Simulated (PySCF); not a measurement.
Electron correlation in K²⁺ (potassium, charge +2)

[Ne] 3s2 3p5, 2P determinant. Computed with PySCF 2.14 in cc-pVDZ-X2C (5s4p2d, 27 functions), with scalar relativity by spin-free X2C-1e. Frozen: [Ne] 3s2; 5 electrons correlated.

Total MP2 correlation energy: -1.83 mhartree.

Same-spin part -0.58 and opposite-spin part -1.26 mhartree; SCS-MP2 scales them by 1/3 and 6/5 to -1.70 mhartree.

| level | correlation energy (mhartree) |
| --- | --- |
| CCSD | -1.92 |
| (T) | 0.00 |
| CCSD(T) | -1.92 |

Diagnostics: T1 = 0.00041, D1 = 0.0006, largest double amplitude 0.006.

Cost of the coupled-cluster step: 0.13 s of wall time on 1 thread of Neoverse-V1 (shared host), for 5 correlated electrons.

Iterations:

```
CC2 = 0
CCSD nocc = (np.int64(3), np.int64(2)), nmo = (21, 21)
frozen orbitals [[0, 1, 2, 3, 4, 5], [0, 1, 2, 3, 4, 5]]
max_cycle = 100
direct = 0
conv_tol = 1e-08
conv_tol_normt = 1e-06
diis_space = 8
diis_start_cycle = 0
Init t2, MP2 energy = -0.00183223201831476
Init E_corr(UCCSD) = -0.0018322320183631
cycle = 1  E_corr(UCCSD) = -0.00190942780413531  dE = -7.71957858e-05  norm(t1,t2) = 0.00202327
cycle = 2  E_corr(UCCSD) = -0.00191862825895611  dE = -9.20045482e-06  norm(t1,t2) = 0.000506276
cycle = 3  E_corr(UCCSD) = -0.00192121189148354  dE = -2.58363253e-06  norm(t1,t2) = 0.000188201
cycle = 4  E_corr(UCCSD) = -0.00192114653943397  dE = 6.53520496e-08  norm(t1,t2) = 1.85726e-05
cycle = 5  E_corr(UCCSD) = -0.00192115222071122  dE = -5.68127725e-09  norm(t1,t2) = 2.75505e-06
cycle = 6  E_corr(UCCSD) = -0.00192115404115016  dE = -1.82043894e-09  norm(t1,t2) = 4.92249e-07
UCCSD converged
E(UCCSD) = -600.1521485230871  E_corr = -0.001921154041150163
UCCSD(T) correction = -3.33870265238967e-06
```
